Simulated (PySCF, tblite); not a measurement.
Compound: C₆H₈NPS.
Geometry (GFN2-xTB, Å), atoms numbered from 1 in this order:
```xyz
17
C6H8NPS angstrom
C     -2.4238    1.4365   -0.3650
S     -2.6072   -0.3654   -0.3527
C     -0.9519   -0.8592    0.0109
C     -0.7019   -2.2203    0.1005
P      0.8624   -2.8639    0.4491
C      1.7449   -1.3780    0.5943
C      1.1882   -0.1183    0.4419
C      2.0554    1.0968    0.5914
N     -0.0847    0.1229    0.1667
H     -1.7080    1.7122   -1.1323
H     -2.0753    1.7617    0.6096
H     -3.4041    1.8470   -0.5835
H     -1.5263   -2.9026   -0.0549
H      2.8016   -1.4446    0.8190
H      1.4628    1.9943    0.4395
H      2.4971    1.1212    1.5863
H      2.8638    1.0716   -0.1375
```

Theory: PBE0/pcSseg-1 in PySCF (dipole) on a GFN2-xTB geometry, gas phase.

Take the most abundant isotopes and a rigid rotor. The values belong to one conformer with, in the numbering `[CH3:1][S:2][c:3]1[cH:4][p:5][cH:6][c:7]([CH3:8])[n:9]1`, C1–S2–C3–C4 180°.

Problem. What are A, B and C (MHz)?

Solution. Ia = 277.59, Ib = 541.74, Ic = 813.00 u·Å²; 505379 MHz·u·Å²/I gives A = 1821, B = 932.9, C = 621.6 MHz.

Problem. Classify the top.

Solution. An asymmetric top. Ray's parameter κ = (2B − A − C)/(A − C) = -0.481; −1 is the prolate and +1 the oblate limit.

Problem. What does the inertial defect say?

Solution. Not planar: Δ = Ic − Ia − Ib = -6.33 u·Å². For a rigid frame Δ = −2 Σ m c², so Σ m c² = 3.16 u·Å² lies off the ab plane, practically all of it from hydrogen. The atom farthest from that plane is 0.89 Å away.

Problem. List the rotational levels J(Ka,Kc) to J = 5 (MHz).

Solution. Above 0(0,0):
J = 1: 1(0,1) 1555, 1(1,1) 2442, 1(1,0) 2753
J = 2: 2(0,2) 4595, 2(1,2) 5240, 2(1,1) 6174, 2(2,1) 8837, 2(2,0) 8905
J = 3: 3(0,3) 9004, 3(1,3) 9398, 3(1,2) 11255, 3(2,2) 13500, 3(2,1) 13824, 3(3,1) 18756, 3(3,0) 18766
J = 4: 4(0,4) 14674, 4(1,4) 14880, 4(1,3) 17927, 4(2,3) 19665, 4(2,2) 20534, 4(3,2) 25087, 4(3,1) 25153, 4(4,1) 32293, 4(4,0) 32294
J = 5: 5(0,5) 21560, 5(1,5) 21657, 5(1,4) 26077, 5(2,4) 27286, 5(2,3) 29033, 5(3,3) 33012, 5(3,2) 33260, 5(4,2) 40217, 5(4,1) 40227, 5(5,1) 49467, 5(5,0) 49467
Those of J = 1 are B + C, A + C and A + B.

Problem. Which types of transition are allowed, and where do some lines up to J = 4 fall?

Solution. The dipole components are |μa| = 0.37 D, |μb| = 1.71 D, |μc| = 0.00 D; the mirror of this Cs structure is the ab plane, so μc vanishes by symmetry and there are no c-type lines. The squared components, which scale the intensities, stand as 0.05 : 1.00 (a : b). Some lines, for components of 0.1 D or more:

```csv
type,branch,"J(Ka,Kc)",MHz,lower level (cm⁻¹)
a,R,"1(0,1) ← 0(0,0)",1555,0.000
b,R,"4(2,2) ← 3(3,1)",1778,0.626
b,Q,"2(2,0) ← 2(1,1)",2732,0.206
a,R,"2(1,2) ← 1(1,1)",2798,0.081
b,Q,"4(1,3) ← 4(0,4)",3253,0.489
b,R,"2(1,2) ← 1(0,1)",3685,0.052
b,R,"3(0,3) ← 2(1,2)",3764,0.175
b,R,"4(1,3) ← 3(2,2)",4427,0.450
b,Q,"4(2,3) ← 4(1,4)",4784,0.496
a,R,"3(2,1) ← 2(2,0)",4918,0.297
b,Q,"3(3,0) ← 3(2,1)",4942,0.461
a,R,"4(3,2) ← 3(3,1)",6331,0.626
a,R,"4(1,3) ← 3(1,2)",6672,0.375
a,R,"4(2,2) ← 3(2,1)",6711,0.461
b,R,"4(3,2) ← 3(2,1)",11263,0.461
```

Problem. Estimate the classical rotational partition function at 25 K, 100 K and 200 K.

Solution. Point group Cs, symmetry number σ = 1; q = (√π/σ)·√((kT/h)³/(ABC)), k/h = 20836.6 MHz/K: 20500 at 25 K, 164000 at 100 K, 464000 at 200 K.

Its GFN2-xTB frequencies are all real (lowest 60 cm⁻¹). These are rigid-rotor constants of the computed structure; measured ground-state constants (B0) also hold zero-point vibration. A rigid rotor knows nothing of internal rotation, which can split or shift real lines. Quadrupole hyperfine structure (14N) is left out.
